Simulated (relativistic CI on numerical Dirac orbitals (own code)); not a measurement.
Radial Dirac CI calculation of O+.

Command:

```sh
python run_levels.py task.json out
```

Input:

```
atom O  Z=8  charge=1  electrons=7
nucleus A=16  rms_radius_fm=2.6991
hamiltonian dirac-coulomb  breit=on  qed=on  c_scale=1
orbitals kli  potential=per-configuration
slater_scale 1
correlation none
mixing on
grid step=0.0125 r_max=34.5
scf mixing=0.4 start=green max_iterations=150 tolerance=2e-08 node_fill=0.05
configurations
  [He] 2s2 2p3
  [He] 2s 2p4
  [He] 2p5
end
```

Output:

```
SCF 1: [He] 2s2 2p3
 iter      energy (Ha)   residual   last orbital (Ha)
    1       -73.829987   5.46e-01     -1.72515
    2       -74.209148   2.39e-01     -1.40231
    3       -74.286948   1.39e-02     -1.21639
    4       -74.287491   1.06e-02     -1.23942
    5       -74.287582   3.04e-04     -1.23788
    6       -74.287581   7.42e-05     -1.23744
    7       -74.287582   5.32e-06     -1.23748
    8       -74.287582   2.49e-07     -1.23747
    9       -74.287582   1.10e-08     -1.23747
SCF 2: [He] 2s 2p4
 iter      energy (Ha)   residual   last orbital (Ha)
    1       -73.100182   5.88e-01     -1.72515
    2       -73.568917   2.46e-01     -1.36170
    3       -73.654378   1.57e-02     -1.16842
    4       -73.654545   1.76e-02     -1.20698
    5       -73.655085   1.25e-03     -1.19274
    6       -73.655087   2.17e-04     -1.19075
    7       -73.655087   4.84e-06     -1.19099
    8       -73.655087   8.55e-08     -1.19098
    9       -73.655087   4.85e-08     -1.19098
   10       -73.655087   3.52e-10     -1.19098
SCF 3: [He] 2p5
 iter      energy (Ha)   residual   last orbital (Ha)
    1       -72.198479   6.27e-01     -1.72515
    2       -72.788087   2.48e-01     -1.32273
    3       -72.877772   1.81e-02     -1.13140
    4       -72.878722   1.62e-02     -1.15902
    5       -72.878863   1.52e-03     -1.15687
    6       -72.878860   3.16e-04     -1.15448
    7       -72.878862   9.71e-06     -1.15484
    8       -72.878862   2.50e-06     -1.15485
    9       -72.878862   1.87e-07     -1.15486
   10       -72.878862   1.11e-09     -1.15486
orbital energies (Ha): 1s -20.0153  2s -1.8047  2p1/2 -1.2391  2p3/2 -1.2375
configuration averages (Ha): Dirac-Coulomb, Breit, QED
  2s2 2p3                        -74.287582    0.007429    0.004798
  2s 2p4                         -73.655087    0.007372    0.004655
  2p5                            -72.878862    0.007336    0.004514
levels: no., configuration, term, J, E (cm-1), weight
   1 2s2 2p3                4S*  3/2              0.0  1.00
   2 2s2 2p3                2D*  5/2          30005.0  1.00
   3 2s2 2p3                2D*  3/2          30024.8  1.00
   4 2s2 2p3                2P*  3/2          40858.6  0.97
   5 2s2 2p3                2P*  1/2          40862.5  0.97
   6 2s 2p4                 4P   5/2         121569.1  1.00
   7 2s 2p4                 4P   3/2         121731.4  1.00
   8 2s 2p4                 4P   1/2         121814.9  1.00
   9 2s 2p4                 2D   5/2         178727.8  1.00
  10 2s 2p4                 2D   3/2         178731.7  1.00
  11 2s 2p4                 2S   1/2         208591.0  1.00
  12 2s 2p4                 2P   3/2         233144.1  1.00
  13 2s 2p4                 2P   1/2         233330.0  1.00
  14 2p5                    2P*  3/2         348213.3  0.97
lowest total energy -74.412148 Ha
end: converged
```

With so few configurations and no correlation, terms lie too far apart (by 10 to 50 % or more near neutrality), their order can be wrong, and levels of other configurations are missing.
